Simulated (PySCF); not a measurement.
ZrF2I2, SMILES [F][Zr]([F])([I])[I], multiplicity 1.

Geometry: B3LYP-D3(BJ)/def2-SVP. The spin state was assumed, not searched. The structure was generated by enumeration; whether it is a known compound was not checked. The def2 effective core potentials stand for the cores of I, Zr; spin–orbit coupling is left out.

These are PBE/def2-TZVP (PySCF) values and carry that method's errors.

Symmetry labels are those of the subgroup C2v that the program uses (full group C2v).

Task: List the valence orbital energies around the gap with their symmetry. (Estimate from the structure and the level; the computed values follow.)

Result: 
| orbital | symmetry | energy (eV) |
|---|---|---|
| HOMO−7 | B1 | -10.70 |
| HOMO−6 | B2 | -10.32 |
| HOMO−5 | A1 | -8.51 |
| HOMO−4 | B1 | -8.12 |
| HOMO−3 | A1 | -7.59 |
| HOMO−2 | B2 | -7.26 |
| HOMO−1 | A2 | -7.22 |
| HOMO | B1 | -7.01 |
| LUMO | A1 | -3.42 |
| LUMO+1 | A2 | -3.19 |
| LUMO+2 | B1 | -2.73 |
| LUMO+3 | A1 | -2.07 |
